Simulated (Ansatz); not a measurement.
System: C$_{2}$H$_{7}$BN, net charge 0, doublet state. It need not be the lowest isomer of its formula. SMILES: [CH2]B(C)N
Structure (B3LYP-D3(BJ)/def2-TZVP (Ansatz, a first-principles code) minimum search):
```xyz
11

B      0.0407     0.0291     0.0031
C      1.5629    -0.1936     0.0177
C     -0.9731    -1.1792    -0.1110
N     -0.4454     1.3482     0.0944
H      2.0140    -1.1779    -0.0485
H      2.2841     0.6157     0.0950
H     -2.0233    -0.8768    -0.1097
H     -0.7950    -1.7507    -1.0274
H     -0.8314    -1.8846     0.7139
H     -1.4261     1.5738     0.0913
H      0.1528     2.1545     0.1689
```
Charge 0, spin multiplicity 2.

Quantity: atomisation energy (electronic, to ground-state atoms); the coupled-cluster value holds the core correlation from cc-pwCVTZ, in kcal/mol. Correlated levels leave the core frozen unless marked. UHF or UKS for open shells. No spin-orbit coupling. Non-relativistic. CBS(X,Y): correlation extrapolated as X^-3; Hartree-Fock from the larger set. The bracket is a focal-point correction in the basis named.

Level to compare with: RI-MP2/CBS(cc-pVTZ,cc-pVQZ)+[CCSD(T)-MP2]/cc-pVTZ plus the core term (Ansatz), 1009.5 kcal/mol. It is a level with limits of its own, and the differences hold the functionals' basis error too.

Question: Rank these functionals by how close they come to RI-MP2/CBS(cc-pVTZ,cc-pVQZ)+[CCSD(T)-MP2]/cc-pVTZ, closest first: BHLYP/def2-TZVPD (Ansatz); revPBE/def2-TZVPD (Ansatz); wB97X-V/def2-TZVPD (Ansatz).

Answer: wB97X-V/def2-TZVPD (range-separated hybrid with VV10, 1008.9 kcal/mol, difference -0.6), revPBE/def2-TZVPD (GGA, 993.6 kcal/mol, difference -15.9), BHLYP/def2-TZVPD (global hybrid, 986.7 kcal/mol, difference -22.8)
